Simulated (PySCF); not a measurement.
Input file for PySCF: R-B3LYP/6-31G* on CH3NO (SMILES NC=O) with ghost functions, monomers drawn apart or pushed together.

```python
from pyscf import gto, scf, dft, mp
from pyscf.data.elements import chemcore

mol = gto.M(
    atom='''
    N    -0.55162406    0.89985288    3.62085758
    C     0.00961851   -0.17991280    4.20774587
    O     0.56156591   -1.08891561    3.62118271
    H    -0.53168353    0.99685308    2.61587332
    H    -0.99142336    1.61371546    4.17380603
    H    -0.08113377   -0.16245611    5.30824777
    ghost-C   -0.04712003    0.55655918   -0.60178301
    ghost-C    0.31038455   -0.19620092    0.26016653
    ghost-H   -0.35388448    1.20804615   -1.38341801
    ghost-H    0.60596973   -0.83132838    1.06888205
    ''',
    basis='6-31g*',
    cart=True,
    charge=0, spin=0, verbose=3, max_memory=1800)
mf = dft.RKS(mol, xc='b3lyp')
mf.conv_tol = 1e-8
mf.max_cycle = 100
mf.kernel()
if not mf.converged:
    mf = mf.newton().run(mf.mo_coeff, mf.mo_occ)
```

The log:

```
converged SCF energy = -169.890842434641
```

The run converged.

Cost: very roughly 4 core-seconds.
